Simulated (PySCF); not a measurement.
**Cl (chlorine, neutral) across methods**

[Ne] 3s1 3p6, 2S determinant (an excited configuration). Computed with PySCF 2.14 in def2-TZVPPD, with no relativity, point nucleus. The B2PLYP total includes its PT2 part (frozen core); its orbital energies are those of the SCF part.

```tsv
method	E (hartree)	mean ε 3s α (eV)	mean ε 3p α (eV)	mean ε 3p β (eV)	Σ⟨r²⟩ (bohr²)	⟨S²⟩
PBE	-459.5187	-21.769	-9.633	-8.641	28.42	0.753
M06	-459.6549	-24.414	-11.078	-9.660	28.20	0.755
PBEsol	-458.8322	-21.691	-9.594	-8.613	28.42	0.753
LDA	-458.2188	-21.722	-9.701	-8.780	28.49	0.753
MN15	-459.6061	-24.266	-11.816	-10.621	28.16	0.752
PBE0	-459.5254	-24.624	-11.314	-9.735	28.38	0.756
UHF	-458.91086	-32.517	-15.675	-11.816	29.03	0.779
B2PLYP	-459.5540	-27.509	-12.882	-10.544	28.68	0.762
```

Problem. Estimate the same row for r2SCAN.

Solution. E (hartree) = -459.6485; mean ε 3s α (eV) = -22.950; mean ε 3p α (eV) = -10.174; mean ε 3p β (eV) = -8.824; Σ⟨r²⟩ (bohr²) = 28.34; ⟨S²⟩ = 0.758.
